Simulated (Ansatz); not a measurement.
Consider the formal exchange of groups at a C–O bond: `CBOC(=O)O` + `C=CC` → `C=CCC(=O)O` + `CBO`.

Computed with Ansatz on PBE0-D4/def2-TZVP structures; ΔE is electronic, products minus reactants. CBS: MP2 limit from def2 TZ/QZ plus the TZ coupled-cluster correction, frozen cores. Functionals use def2-TZVPP. B3LYP here is the variant with VWN-RPA as its local correlation; programs differ in this. Each species was taken in one conformer, which may not be the lowest.

```tsv
level	ΔE (kJ/mol)	difference from CCSD(T)/CBS
PBE0-D4	-9.1	6.9
B3LYP-D4	-8.8	7.2
B2PLYP	-10.1	5.9
PBE0	-8.0	8.0
B3LYP	-6.9	9.1
MP2/def2-TZVPP	-16.5	-0.5
SCS-MP2/def2-TZVPP	-13.9	2.1
HF/def2-QZVPP	5.0	21.0
HF/CBS(def2)	5.0	21.0
MP2/CBS(def2)	-19.0	-3.0
CCSD(T)/CBS	-16.0	0
```

Largest T1 diagnostic among the species: 0.014.

In def2-TZVPP, CCSD(T) changes the Hartree–Fock value by −18.3 kJ/mol (the triples alone add −1.6 kJ/mol) and MP2 by −21.2 kJ/mol.
